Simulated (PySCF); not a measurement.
dimethoxyethane (C4H10O2), SMILES COCCOC.

Geometry: PBE-D3(BJ)/def2-SVP. Other conformers were not sampled.

All values below come from PBE-D3(BJ)/def2-SVP in PySCF 2.14.0.

Harmonic, unscaled wavenumbers; measured fundamentals usually lie a few per cent lower.

Q: List the normal modes with their intensities. (An estimate is asked for; the answer gives what the named calculation found.)

A: 
| mode | ν (cm⁻¹) | IR (km/mol) | moving atoms (share of kinetic energy) |
|---|---|---|---|
| 1 | 79 | 2.3 | C 51 %, H 28 %, O 21 % |
| 2 | 84 | 5.3 | C 34 %, H 34 %, O 32 % |
| 3 | 122 | 1.0 | H 49 %, O 39 %, C 12 % |
| 4 | 232 | 2.4 | H 83 %, O 14 % |
| 5 | 235 | 0.6 | H 61 %, O 29 %, C 10 % |
| 6 | 279 | 3.0 | H 53 %, C 35 %, O 13 % |
| 7 | 304 | 2.6 | H 39 %, C 35 %, O 26 % |
| 8 | 357 | 0.1 | C 42 %, H 30 %, O 28 % |
| 9 | 562 | 2.4 | C 52 %, H 39 %, O 9 % |
| 10 | 857 | 14.2 | H 47 %, C 38 %, O 15 % |
| 11 | 858 | 21.6 | C 41 %, H 40 %, O 19 % |
| 12 | 1037 | 22.2 | C 47 %, H 38 %, O 16 % |
| 13 | 1038 | 9.1 | C 48 %, H 32 %, O 19 % |
| 14 | 1083 | 0.1 | H 53 %, C 46 % |
| 15 | 1137 | 4.9 | H 76 %, C 19 % |
| 16 | 1140 | 1.2 | H 74 %, C 21 % |
| 17 | 1149 | 204.3 | O 38 %, C 36 %, H 26 % |
| 18 | 1168 | 7.6 | H 49 %, C 31 %, O 20 % |
| 19 | 1189 | 90.7 | H 48 %, C 28 %, O 24 % |
| 20 | 1191 | 56.8 | O 39 %, C 33 %, H 28 % |
| 21 | 1221 | 41.6 | H 75 %, C 13 %, O 11 % |
| 22 | 1261 | 17.1 | H 85 %, C 8 % |
| 23 | 1333 | 38.3 | H 77 %, C 22 % |
| 24 | 1388 | 11.0 | H 63 %, C 35 % |
| 25 | 1403 | 8.4 | H 96 % |
| 26 | 1403 | 5.3 | H 96 % |
| 27 | 1407 | 12.5 | H 89 %, C 9 % |
| 28 | 1409 | 0.2 | H 85 %, C 13 % |
| 29 | 1419 | 23.6 | H 94 % |
| 30 | 1422 | 8.7 | H 94 % |
| 31 | 1452 | 1.8 | H 90 %, C 10 % |
| 32 | 1456 | 0.3 | H 84 %, C 15 % |
| 33 | 2864 | 16.6 | H 95 % |
| 34 | 2871 | 35.6 | H 96 % |
| 35 | 2881 | 150.3 | H 96 % |
| 36 | 2887 | 58.3 | H 96 % |
| 37 | 2909 | 50.1 | H 91 %, C 9 % |
| 38 | 2921 | 151.5 | H 91 %, C 9 % |
| 39 | 2933 | 36.4 | H 91 %, C 9 % |
| 40 | 2933 | 34.2 | H 90 %, C 10 % |
| 41 | 3060 | 19.4 | H 91 %, C 9 % |
| 42 | 3060 | 26.1 | H 91 %, C 9 % |
